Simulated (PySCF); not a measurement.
**C7H11BSi: full NMR table**

```yaml
Formula: C7H11BSi
SMILES: "[SiH3]CC1=CC=CBC=C1"
InChI: InChI=1S/C7H11BSi/c9-6-7-2-1-4-8-5-3-7/h1-5,8H,6H2,9H3
Point_group_of_the_computed_structure: C1
Carbon_signals: 7
Proton_signals: 8
```

Atoms are numbered as in `[SiH3:1][CH2:2][C:3]1=[CH:4][CH:5]=[CH:6][BH:7][CH:8]=[CH:9]1`; H(Xn) means a hydrogen on atom n.

All values are calculated (PySCF 2.14): σ from GIAO-PBE0/pcSseg-1, coordinates at the PBE0-D3(BJ)/def2-SVP level. Fast rotation and ring inversion assumed for equivalent nuclei, isolated molecule, one computed conformer, relativity neglected.

Chemical shifts δ = σref − σ; 1H (σ = 31.27 ppm) and 13C (σ = 184.41 ppm) and 29Si (σ = 351.99 ppm) against TMS; 11B (σ = 100.73 ppm) against BF3·OEt2, all at this level.

| carbon | δC, type | δH (multiplicity) | HMBC from (2–3 bonds) | span of the C tensor (ppm) |
| --- | --- | --- | --- | --- |
| C2 | 27.4, CH2 | 2.38 (q) | H(C9), H(C4), H(Si1) | 62 |
| C3 | 156.8, C | – | H(C8), H(C5), H(C9), H(C4), H(Si1), H(C2) | 229 |
| C4 | 141.1, CH | 7.37 (d) | H(C6), H(C5), H(C9), H(C2) | 206 |
| C5 | 154.6, CH | 8.00 (m) | H(C6), H(C4), H(B7) | 249 |
| C6 | 160.9, CH | 8.33 (m) | H(C8), H(C5), H(C4), H(B7) | 294 |
| C8 | 162.9, CH | 8.47 (m) | H(C6), H(C9), H(B7) | 298 |
| C9 | 156.9, CH | 7.99 (d) | H(C8), H(C4), H(B7), H(C2) | 228 |

Other nuclei:
```
 atoms  nucleus                                              environment  δ (ppm)  σ (ppm)
 H(B7)       1H  hydrogen on a boron bonded to 2 C, in a 7-membered ring     6.32    24.95
H(Si1)       1H                        hydrogen on a silicon bonded to C     4.01    27.26
   Si1     29Si                                 silicon bonded to C, 3 H    -55.8    407.7
    B7      11B             boron bonded to 2 C, H, in a 7-membered ring     44.5     56.3
```

1. δC 162.9, 160.9, 156.9, 154.6, 141.1: alkene CH; as expected for a trigonal carbon in a double bond.
2. δC 156.8: fully substituted alkene carbon; as expected for a trigonal carbon in a double bond.
3. δC 27.4: allylic sp3 CH2 bonded to Si.
4. δH 8.47, 8.33, 8.00, 7.99, 7.37: hydrogen on an alkene CH.
5. δH 2.38: hydrogen on an allylic sp3 CH2 bonded to Si; allylic position.

Hydrogens on boron are broadened and split by 11B (spin 3/2, 80 %) and 10B (spin 3). A carbon bonded to boron is broadened by the quadrupolar boron nucleus and is often missing from a measured spectrum. Shifts are as computed. Against solution values, carbons near 30 ppm lie about +2 ppm off and those near 130 ppm about +5 ppm. Of 1309 compounds with measured shifts, 239 miss one by over three times the rms of a fit or turn the order of signals round; such compounds aren't used in these exercises. Multiplicities follow the n + 1 count of equivalent neighbours, as no J values were calculated; m marks all less simple cases, F and P coupling included.
